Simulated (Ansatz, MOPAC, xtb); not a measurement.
Donor–acceptor adduct: ClFHIn (SMILES [F][InH][Cl]) (first 4 atoms) with NH3 (SMILES N); geometry from B3LYP-D3(BJ)/def2-TZVP.
(charge 0, multiplicity 1):
| atom | x (Å) | y (Å) | z (Å) |
|---|---|---|---|
| F | 0.8802 | 1.4208 | 1.1647 |
| In | -0.7270 | 0.2746 | 1.3966 |
| Cl | -2.2034 | 1.2916 | 2.9507 |
| H | -1.2190 | -0.7851 | 0.1578 |
| N | 0.5312 | -0.7449 | 3.0707 |
| H | 1.3867 | -0.1962 | 3.0232 |
| H | 0.0783 | -0.5617 | 3.9612 |
| H | 0.7656 | -1.7300 | 3.0155 |

Interaction energies are E(AB) − E(A) − E(B) at the monomers' geometry in the complex; basis-set methods are counterpoise corrected.

The state reached by PM7 isn't checked; PM7 holds dispersion and hydrogen-bond terms.

The values were computed with Ansatz (Gaussian basis) for Hartree–Fock, density functionals and correlated methods; MOPAC for PM7 (differences of heats of formation); xtb for the GFN methods.  In def2 rows elements past Kr take small-core potentials, without spin–orbit coupling.

Q: Give the interaction energy at the level SVWN5/def2-TZVPPD.

A: -35.2 kcal/mol

Q: What interaction energy does PM7 give?

A: -30.8 kcal/mol

Q: What is the computed interaction energy (GFN2-xTB)?

A: -26.7 kcal/mol

Ansatz is an electronic-structure program.
